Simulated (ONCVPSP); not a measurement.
**F (Z = 9): one change to an ONCV potential, before and after**

* Element: fluorine
* Generator: ONCVPSP 4.0.1
* Type: optimised norm-conserving Vanderbilt (ONCV)
* Functional: PBE
* Relativity: scalar-relativistic
* Frozen core: none
* Valence charge: 9
* Reference configuration: 1s2 2s2 2p3 (charge +2)
* Partial waves: 1s+2s: rc 0.40 bohr, ncon 5, nbas 8, qcut 38 1/bohr, 2 projectors; 2p: rc 1.70 bohr, ncon 3, nbas 7, qcut 9 1/bohr, 3 projectors, debl 0.5 Ha
* Local potential: polynomial inside 0.30 bohr (lpopt 5, dvloc0 0 Ha)
* Core correction: none

In the p channel the program set the typed energies aside and used -1.801, 0.250, 0.750 Ha.

All-electron outer shells of the reference configuration (PBE, scalar-relativistic, ld1.x):

```
shell  level (eV)  outermost node (bohr)  outermost maximum (bohr)
   1s     -710.26                      –                      0.11
   2s      -67.99                   0.24                      0.73
   2p      -49.00                      –                      0.66
```

Change: s: qcut 26.6.

Cutoffs: the cutoffs (Ha) at which the residual kinetic energy of the hardest occupied pseudo-wave falls to 1 and 0.1 mHa per electron; they do not see the model core or the augmentation charge, which bear on the density cutoff. Errors are all-electron minus pseudo energies relative to the spin-unpolarised reference configuration.

What does the change do?

The potential gets harder (534 Ha and 608 Ha → 832 Ha and 1055 Ha); the errors of the 4 common tests hardly move; neither file shows a bound ghost.

| quantity | base | changed |
| --- | --- | --- |
| cutoff, loose | 534 Ha | 832 Ha |
| cutoff, tight | 608 Ha | 1055 Ha |
| loose cutoff by channel | s 534 Ha, p 27 Ha | s 832 Ha, p 27 Ha |
| bound ghosts | none | none |
| GHOST(+) flags under 300 eV | none | none |
| error for 1s2 2s2 2p5, meV [ΔE -57.77 eV] | +629 | +629 |
| error for 1s2 2s2 2p4, meV [ΔE -38.38 eV] | +246 | +246 |
| error for 1s2 2s2 2p2, meV [ΔE 60.64 eV] | +471 | +471 |
| error for 1s2 2s1 2p5, meV [ΔE -19.28 eV] | +604 | +610 |
| s: phases at 0.41 bohr within 0.05 rad from the reference energy up to (Ha; the scan ends near 5) | to the end of the scan | to the end of the scan |
| p: phases at 1.73 bohr within 0.05 rad from the reference energy up to (Ha; the scan ends near 5) | to the end of the scan | to the end of the scan |
